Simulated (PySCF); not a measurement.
Zn(SeH)2 (H2Se2Zn), SMILES [SeH][Zn][SeH]. Coordinates come from a B3LYP-D3(BJ)/def2-SVP optimisation. One conformer was computed; it need not be the lowest.

**Question.** Give the equilibrium geometry at B3LYP-D3(BJ)/def2-SVP (PySCF confirms it by a frequency run) as a Z-matrix, and its point group. (An estimate is asked for; the answer gives what the named calculation found.)

**Answer.** This is not unique; one that fits is point group C2.
```
Zn
Se 1 2.3073
H 2 1.4784 1 90.53
Se 1 2.3073 3 147.89 2 179.28
H 4 1.4784 1 90.53 3 90.53
```
